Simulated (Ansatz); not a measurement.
AlGaH₃N, relaxed with RKS PBE0-D4/def2-TZVP in Ansatz from a PBE-D4/def2-SVP geometry. The force threshold is 0.005 eV/Å; the program also tests the step.

Charge 0, multiplicity 1. The bonds changed during the relaxation, so this is another structure than the one it started from.

Start:

```xyz
6

N     0.384    0.812    0.023
Al   -0.563   -0.716   -0.137
Ga    2.091    1.006    0.869
H    -0.029    1.666   -0.383
H    -1.985   -0.740   -0.871
H     0.102   -2.028    0.499
```

```
step  energy (eV)  largest force (eV/Å)  largest move (Å)
   1  -60503.7663                 0.495             0.000
   2  -60503.7841                 0.230             0.025
   3  -60503.7867                 0.035             0.013
   4  -60503.7869                 0.020             0.010
   5  -60503.7869                 0.009             0.001
   6  -60503.7870                 0.002             0.002
```

End:

```xyz
6

N     0.379    0.802    0.021
Al   -0.561   -0.701   -0.138
Ga    2.065    0.987    0.859
H    -0.022    1.648   -0.374
H    -1.970   -0.740   -0.864
H     0.109   -1.994    0.496
```

Hardware: 2 threads of an Arm Neoverse V1 on a shared host. Wall time 18 s, peak host memory 0.29 GiB.
